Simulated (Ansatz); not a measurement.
Gas-phase electronic energies from Ansatz, PBE0-D4/def2-TZVP geometries. CCSD(T)/CBS adds triple-zeta CCSD(T) − MP2 to the extrapolated MP2 energy (def2 sets, frozen cores). Functionals use def2-TZVPP. One conformer a species, not always the lowest.

`[SiH3]OCS` + `O[SiH2]F` → `F[SiH2]O[SiH3]` + `OCS`  (ligand exchange at the Si–O bond)

```csv
species,PBE0 energy (Eh)
`[SiH3]OCS`,-804.31625
`O[SiH2]F`,-466.26381
`F[SiH2]O[SiH3]`,-756.87763
`OCS`,-513.70762
```

(1) Work out ΔE.

Largest T1 diagnostic among the species: 0.012.

Answers

(1) ΔE = (-756.87763) + (-513.70762) − (-804.31625) − (-466.26381) = -0.00519 Eh = -13.6 kJ/mol. CCSD(T)/CBS gives -15.3 kJ/mol.

Leaving LDA and LC-ωPBE aside and taking each functional with its dispersion term where it has one, the values, not all of them listed here, spread over 9.4 kJ/mol, from BHLYP-D4 to revPBE-D4. In def2-TZVPP, CCSD(T) changes the Hartree–Fock value by +8.8 kJ/mol (the triples alone add +1.9 kJ/mol) and MP2 by +10.1 kJ/mol.
